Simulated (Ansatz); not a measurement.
One change: `[AlH2][I]` becomes `[F][AlH2]`.

Ansatz, PBE0-D4/def2-TZVP geometries, multiplicity 1. 

Elements past krypton have def2 core potentials.

```tsv
property	`[AlH2][I]`
HOMO–LUMO gap (PBE/def2-TZVPP) / eV	3.94
size of the dipole moment (B3LYP/def2-TZVPP) / D	0.97
HOMO energy (PBE0/def2-TZVPP) / eV	-7.68
LUMO energy (PBE0/def2-TZVPP) / eV	-1.88
LUMO energy (ωB97M-V/def2-TZVPP) / eV	-0.25
ideal-gas entropy at 298 K and 1 bar (rigid rotor, harmonic PBE0-D4/def2-TZVP) / J/(mol·K)	273
```

(1) What does the change do to each property? (An estimate is asked.)

Results:

(1) Computed: 
```csv
property,`[F][AlH2]`,shift
HOMO–LUMO gap (PBE/def2-TZVPP) / eV,5.31,1.37
size of the dipole moment (B3LYP/def2-TZVPP) / D,1.35,0.38
HOMO energy (PBE0/def2-TZVPP) / eV,-8.79,-1.11
LUMO energy (PBE0/def2-TZVPP) / eV,-1.37,0.51
LUMO energy (ωB97M-V/def2-TZVPP) / eV,0.22,0.47
"ideal-gas entropy at 298 K and 1 bar (rigid rotor, harmonic PBE0-D4/def2-TZVP) / J/(mol·K)",241,-32
```

With PBE0 the HOMO falls by 1.11 eV and the LUMO rises by 0.51 eV, so the gap widens by about 1.62 eV. PBE moves the HOMO by -0.89 eV and ωB97M-V by -1.23 eV. Dipoles are sizes alone; their direction can turn.

B3LYP here is the variant with VWN-RPA as its local correlation; programs differ in this.

Spin–orbit coupling is left out; it splits and shifts lone-pair levels of the heavy atoms by tenths of an eV.
